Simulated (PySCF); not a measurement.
Simulation results for C$_{2}$H$_{5}$ClGe, C$_{3}$H$_{8}$Ge

Computed with PySCF 2.14.0. Calculation on a computer-drawn molecule: the log of a Hartree-Fock and frozen-core CCSD(T) single point meant for a local Hartree-Fock minimum, with one planted fault or none, to be diagnosed. Offsets are logged minus clean, where the clean run is the same molecule without the fault. The reference is restricted for singlets and unrestricted otherwise, and also for a bond in bohr or an excited solution. Adding or removing an electron swaps singlet and doublet. The excited solution moves the top pair (singlet) or top alpha electron (doublet) to the lowest empty orbital. Highest occupied and lowest empty are orbital energies over both spins, largest force is the largest gradient component, triples share is (T) over the correlation energy, the T1 limit is 0.02 restricted and 0.045 unrestricted, electrons count all cores, a negative frequency is imaginary (commonest isotopes), and the dipole is about the centre of nuclear charge; on germanium a core potential holds 10 electrons, which the energies leave out, and 3d is frozen in MP2 and coupled-cluster steps.

Common to all runs: meant charge 0; meant multiplicity 1; meant basis and core potential on germanium cc-pVDZ-PP ECP10MDF; logged SCF converged yes; possible faults no fault, one electron removed, one electron added, multiplicity raised by two, geometry at a saddle point, SCF held on an excited solution, minimal basis STO-3G, one bond length entered in bohr, all coordinates scaled.

(1) C$_{2}$H$_{5}$ClGe

Logged structure:
```xyz
9
C2H5ClGe
C     -0.0823     2.2910    -0.1479
C      1.0122     1.2187    -0.0536
Ge     1.2926     0.3943     1.7474
Cl    -0.7423    -0.4882     1.9834
H     -0.1419     2.6978    -1.1602
H      0.1154     3.1302     0.5257
H     -1.0596     1.8804     0.1072
H      0.7919     0.3937    -0.7423
H      1.9805     1.6342    -0.3564
```

* meant basis: cc-pV(D+d)Z
* logged electrons: 66
* logged basis functions: 99
* logged spin squared: 0
* logged highest occupied: -5.5376 eV
* logged lowest empty: -2.6783 eV
* logged largest force: 0.068363 hartree/bohr
* logged dipole magnitude: 4.0122 debye
* logged SCF stable within its kind: no
* logged energy HF: -831.31816 hartree
* planted fault: SCF held on an excited solution
* HF energy offset from clean run: 155.1 kcal/mol

Drawn bonds:
```tsv
atom	other atom	order
1	2	1
2	3	1
3	4	1
1	5	1
1	6	1
1	7	1
2	8	1
2	9	1
```

Notes: coupled-cluster numbers left out as unreliable.

(2) C$_{2}$H$_{5}$ClGe

Structure as in entry 1.

* meant basis: cc-pV(D+d)Z
* logged electrons: 66
* logged basis functions: 99
* logged spin squared: 0
* logged highest occupied: -9.0915 eV
* logged lowest empty: 0.40202 eV
* logged largest force: 2.458e-05 hartree/bohr
* logged lowest frequency: 40.392 cm⁻¹
* logged T1 diagnostic: 0.012152
* logged D1 diagnostic: 0.040053
* logged triples share: 0.028393
* logged CC converged: yes
* logged dipole magnitude: 2.9233 debye
* logged SCF stable within its kind: yes
* logged energy HF: -831.56531 hartree
* logged energy CCSD(T): -832.13715 hartree
* planted fault: no fault
* HF energy offset from clean run: 0 kcal/mol
* CCSD(T) energy offset from clean run: 0 kcal/mol

Drawn bonds:
```tsv
atom	other atom	order
1	2	1
2	3	1
3	4	1
1	5	1
1	6	1
1	7	1
2	8	1
2	9	1
```

(3) C$_{3}$H$_{8}$Ge

Logged structure:
```xyz
12
C3H8Ge
C     -0.9496    -1.3194    -0.5995
C      0.3428    -0.7025    -0.1309
Ge     0.7189     1.0093     0.0875
C     -0.4936     2.5033    -0.2407
H     -1.7138    -0.5706    -0.8167
H     -1.3606    -1.9985     0.1549
H     -0.7997    -1.9090    -1.5100
H      1.1432    -1.3987     0.1013
H      2.1020     1.4214     0.5755
H     -0.0751     3.1664    -0.9996
H     -0.6393     3.0765     0.6764
H     -1.4605     2.1367    -0.5858
```

* meant basis: cc-pVDZ
* logged electrons: 59
* logged basis functions: 105
* logged spin squared: 0.774
* logged highest occupied: 1.3963 eV
* logged lowest empty: 8.7996 eV
* logged largest force: 0.051789 hartree/bohr
* logged T1 diagnostic: 0.01141
* logged D1 diagnostic: 0.049173
* logged triples share: 0.029965
* logged CC converged: yes
* logged dipole magnitude: 1.9597 debye
* logged SCF stable within its kind: yes
* logged energy HF: -411.50317 hartree
* logged energy CCSD(T): -412.11325 hartree
* planted fault: one electron added
* HF energy offset from clean run: 48.33 kcal/mol
* CCSD(T) energy offset from clean run: 45.1 kcal/mol

Drawn bonds:
```tsv
atom	other atom	order
1	2	1
2	3	2
3	4	1
1	5	1
1	6	1
1	7	1
2	8	1
3	9	1
4	10	1
4	11	1
4	12	1
```

Notes: highest electron not bound in this basis.
